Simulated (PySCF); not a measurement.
Br³⁺ (bromine, charge +3): r2SCAN calculation

Configuration: [Ar] 3d10 4s2 4p2, high-spin 3P determinant. All numbers are calculated (PySCF 2.14, scalar relativity through the core potential, in cc-pVDZ-PP with ECP10MDF).

| Property | Result |
| --- | --- |
| Total energy | -414.1485 hartree |
| One-electron energy | -695.7963 hartree |
| Hartree (Coulomb) energy | 311.5370 hartree |
| Exchange-correlation energy | -29.8892 hartree |
| ⟨S²⟩ | 2.0027 |
| ⟨L²⟩ | 2.009 |
| Sum of ⟨r⟩ | 16.97 bohr |
| Sum of ⟨r²⟩ | 19.57 bohr² |
| Traceless quadrupole moment −½Σ⟨3z² − r²⟩ along its main axis | 1.34 e·bohr² |
| Time after the integrals | 0.33 s of wall time on 1 thread of Neoverse-V2 (shared host) |

```csv
shell,electrons,mean orbital energy (hartree),spread (hartree),"rms radius, mean of both spins (bohr)"
3s α,1,-10.01982,0,0.592
3s β,1,-10.01161,0,0.592
3p α,3,-7.95835,0.02481,0.611
3p β,3,-7.94901,0.03252,0.611
3d α,5,-3.93711,0.02030,0.644
3d β,5,-3.92262,0.03155,0.644
4s α,1,-2.05749,0,1.65
4s β,1,-1.94702,0,1.65
4p α,2,-1.51916,0,1.88
```

Energies and moments cover only the electrons outside the core potential.
